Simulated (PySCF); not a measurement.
BeGe at PBE0

Level: PBE0. PySCF, no relativity, basis sets Be 6-31G(d,p), Ge 6-31G(d,p).

| Item | Value |
| --- | --- |
| state | ³Π (triplet), unpaired electrons σ ↑, π ↑, a second solution, started from another occupation |
| bond length | 2.349 Å |
| harmonic wavenumber | 424 cm⁻¹ |
| force constant | 0.850 mdyn/Å |
| rotational constant Be | 0.3804 cm⁻¹ |
| anharmonicity ωexe | 4.02 cm⁻¹ |
| vibration–rotation constant αe | 0.00445 cm⁻¹ |
| energy of the minimum from ground-state Be + Ge | -0.99 eV |
| bond order (Mayer) | 1.14 |
| dipole moment (positive dipole means Be(−)Ge(+)) | 0.18 D |

Spin–orbit coupling is left out.
